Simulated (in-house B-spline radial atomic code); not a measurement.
Atomic self-consistent-field run: Kr13+. Computed with an all-electron radial atomic-structure program (B-spline basis): scalar-relativistic (X2C) r2SCAN0, spin-polarised, spherical fractional occupations, Fermi nucleus of rms radius 4.1884 fm.

Command:
```bash
python run_scf.py task.json out
```
Settings (nuclear radius in fm, mass in u):
```
Z                36
configuration    [Ar] 3d5
hamiltonian      x2c
method           r2scan0
spin_polarised   True
nucleus          fermi
rms_radius       4.1884
atomic_mass      83.9115
speed_of_light   137.035999084
```

Output (hartree, bohr):
```
 radial grid: 62 intervals, B-splines of order 8, outer radius 5.0365 bohr

 iter        energy (Eh)    residual
    1       -2714.552706    7.83e-02
    2       -2714.558045    1.86e-03
    3       -2714.558050    9.65e-04
    4       -2714.558051    5.00e-04
    5       -2714.558052    3.85e-05
    6       -2714.558052    2.30e-06
    7       -2714.558052    1.26e-07

 total energy                     -2714.55805
 kinetic                            2790.0147
 electron-nucleus                  -6240.8940
 Hartree                             821.9865
 exact exchange                      -21.1375
 exchange-correlation                -64.5277

 orbital      occ     eigenvalue          <r>       <r^2>       <1/r>       r_max
 1s up      1.000      -537.0496    0.0410641  0.00228348     37.6663     0.02658
 1s down    1.000      -537.0484    0.0410633  0.00228333     37.6666     0.02658
 2s up      1.000       -83.8929     0.182741    0.039431     8.34515       0.154
 2s down    1.000       -83.4813     0.182124   0.0391496     8.37579      0.1538
 2p up      3.000       -75.7115     0.159833   0.0312534     8.00116      0.1234
 2p down    3.000       -75.3771     0.159116   0.0309442     8.02919      0.1231
 3s up      1.000       -22.8193     0.497784    0.282804      2.9289      0.4522
 3s down    1.000       -22.2466     0.501927    0.287454     2.88997       0.454
 3p up      3.000       -20.1437       0.4969    0.285687     2.77601      0.4444
 3p down    3.000       -19.5116     0.502329    0.291866     2.73402      0.4469
 3d up      5.000       -15.9051     0.470174    0.260968     2.57751      0.3796
```

Time taken, with all properties: 0.31 s on 1 thread of Arm Neoverse V2, with other jobs on the host.

One-electron X2C: radii and densities carry no picture-change correction, so inner-shell <1/r> comes out high (for 1s by about 2 % at Z = 33, 5 % at 54, 10 % at 75, 30 % at 118) and <r> low.
